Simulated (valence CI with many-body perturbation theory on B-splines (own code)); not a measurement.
Results of a calculation; reference values are marked as such.
# Level structure of Yb XXXI

Level of theory: valence CI with perturbative core correlation (CI+MBPT): four valence electrons over a frozen Dirac-Fock core [Kr], radial functions for each j: 7 s, 7 p, 8 d, 6 f, 4 g, 1 h, with the one-electron correlation potential Σ1 (screened to all orders), the two-electron term Σ2, the three-electron term Σ3, Breit, model QED; selected single and double excitations, second order for the rest, scaled by the run's own slope (own B-spline code, finite nucleus).

The last digits are not significant, and no measured levels were compared; by estimate large intervals hold to a few tenths of a per cent, small ones and those within an open d or f shell to about a per cent. The list stops below the first excitations out of the core.

Levels 1 to 34 of 34, with energies above the lowest level, (4d3/2^4) J=0. "Leading %" is the weight of the configuration and term that name the level; weights of strongly mixed levels are sums over their largest components and can fall short. In the jj column 3d3/2^4 stands for four electrons in 3d with j = 3/2.

| No. | Configuration | Term | J | E (cm⁻¹) | Leading % | Leading jj | Second component | g |
| --- | --- | --- | --- | --- | --- | --- | --- | --- |
| 1 | 4d⁴ | ³P | 0 | 0 | 56 | 4d3/2^4 (96 %) | 33 % 4d⁴ ⁵D |  |
| 2 | 4d⁴ | ⁵D | 1 | 79859 | 65 | 4d3/2^3 4d5/2 (96 %) | 35 % 4d⁴ ³P | 1.497 |
| 3 | 4d⁴ | ⁵D | 2 | 114090 | 55 | 4d3/2^3 4d5/2 (80 %) | 13 % 4d⁴ ³D | 1.299 |
| 4 | 4d⁴ | ³F | 4 | 116160 | 30 | 4d3/2^3 4d5/2 (96 %) | 22 % 4d⁴ ³H | 1.097 |
| 5 | 4d⁴ | ⁵D | 3 | 125650 | 33 | 4d3/2^3 4d5/2 (84 %) | 26 % 4d⁴ ³F | 1.198 |
| 6 | 4d⁴ | ⁵D | 0 | 186820 | 62 | 4d3/2^2 4d5/2^2 (95 %) | 20 % 4d⁴ ¹S |  |
| 7 | 4d⁴ | ⁵D | 2 | 194620 | 34 | 4d3/2^2 4d5/2^2 (83 %) | 26 % 4d⁴ ³F | 1.148 |
| 8 | 4d⁴ | ⁵D | 4 | 194940 | 41 | 4d3/2^2 4d5/2^2 (94 %) | 40 % 4d⁴ ³H | 1.159 |
| 9 | 4d⁴ | ⁵D | 3 | 199660 | 44 | 4d3/2^2 4d5/2^2 (84 %) | 41 % 4d⁴ ³G | 1.117 |
| 10 | 4d⁴ | ³H | 5 | 213420 | 68 | 4d3/2^2 4d5/2^2 (100 %) | 31 % 4d⁴ ³G | 1.082 |
| 11 | 4d⁴ | ³P | 1 | 221090 | 48 | 4d3/2^2 4d5/2^2 (91 %) | 34 % 4d⁴ ³D | 1.153 |
| 12 | 4d⁴ | ³H | 6 | 223360 | 52 | 4d3/2^2 4d5/2^2 (98 %) | 48 % 4d⁴ ¹I | 1.084 |
| 13 | 4d⁴ | ³G | 4 | 235140 | 58 | 4d3/2^2 4d5/2^2 (96 %) | 36 % 4d⁴ ¹G | 1.032 |
| 14 | 4d⁴ | ³F | 3 | 235390 | 43 | 4d3/2^2 4d5/2^2 (93 %) | 30 % 4d⁴ ³D | 1.110 |
| 15 | 4d⁴ | ³D | 2 | 238260 | 35 | 4d3/2^2 4d5/2^2 (94 %) | 30 % 4d⁴ ³F | 1.102 |
| 16 | 4d⁴ | ³F | 2 | 272570 | 44 | 4d3/2^2 4d5/2^2 (90 %) | 30 % 4d⁴ ³P | 1.009 |
| 17 | 4d⁴ | ³F | 4 | 279610 | 58 | 4d3/2^2 4d5/2^2 (72 %) | 20 % 4d⁴ ⁵D | 1.227 |
| 18 | 4d⁴ | ³F | 3 | 308000 | 46 | 4d3/2 4d5/2^3 (93 %) | 22 % 4d⁴ ⁵D | 1.155 |
| 19 | 4d⁴ | ¹G | 4 | 309950 | 32 | 4d3/2 4d5/2^3 (70 %) | 25 % 4d⁴ ³F | 1.114 |
| 20 | 4d⁴ | ³P | 2 | 312560 | 45 | 4d3/2^2 4d5/2^2 (84 %) | 28 % 4d⁴ ¹D | 1.217 |
| 21 | 4d⁴ | ³D | 1 | 321650 | 60 | 4d3/2 4d5/2^3 (94 %) | 25 % 4d⁴ ³P | 0.899 |
| 22 | 4d⁴ | ³G | 5 | 323620 | 68 | 4d3/2 4d5/2^3 (99 %) | 31 % 4d⁴ ³H | 1.145 |
| 23 | 4d⁴ | ¹I | 6 | 327860 | 52 | 4d3/2 4d5/2^3 (98 %) | 48 % 4d⁴ ³H | 1.076 |
| 24 | 4d⁴ | ³P | 0 | 337010 | 59 | 4d3/2 4d5/2^3 (60 %) | 40 % 4d⁴ ¹S |  |
| 25 | 4d⁴ | ³F | 2 | 347110 | 52 | 4d3/2 4d5/2^3 (85 %) | 38 % 4d⁴ ³P | 1.041 |
| 26 | 4d⁴ | ¹F | 3 | 352170 | 37 | 4d3/2 4d5/2^3 (96 %) | 34 % 4d⁴ ³D | 1.089 |
| 27 | 4d⁴ | ¹S | 0 | 384500 | 69 | 4d3/2^2 4d5/2^2 (50 %) | 27 % 4d⁴ ³P |  |
| 28 | 4d⁴ | ³F | 3 | 389680 | 67 | 4d3/2 4d5/2^3 (99 %) | 30 % 4d⁴ ¹F | 1.062 |
| 29 | 4d⁴ | ³P | 1 | 389940 | 92 | 4d3/2 4d5/2^3 (97 %) | 6 % 4d⁴ ³D | 1.440 |
| 30 | 4d⁴ | ¹G | 4 | 395570 | 73 | 4d3/2 4d5/2^3 (92 %) | 19 % 4d⁴ ³F | 1.041 |
| 31 | 4d⁴ | ¹D | 2 | 403630 | 64 | 4d3/2 4d5/2^3 (71 %) | 26 % 4d⁴ ³P | 1.113 |
| 32 | 4d⁴ | ³F | 4 | 437720 | 50 | 4d5/2^4 (93 %) | 21 % 4d⁴ ¹G | 1.160 |
| 33 | 4d⁴ | ¹D | 2 | 470780 | 47 | 4d5/2^4 (78 %) | 22 % 4d⁴ ³D | 1.046 |
| 34 | 4d⁴ | ¹S | 0 | 543340 | 59 | 4d5/2^4 (80 %) | 39 % 4d⁴ ³P |  |

The ionisation energy to 4d³ ⁴F3/2 of the next ion comes out as 1176.8 eV (NIST: 1175 ± 4 eV (theoretical)). All 34 levels together are meant to be complete up to 909240 cm⁻¹.
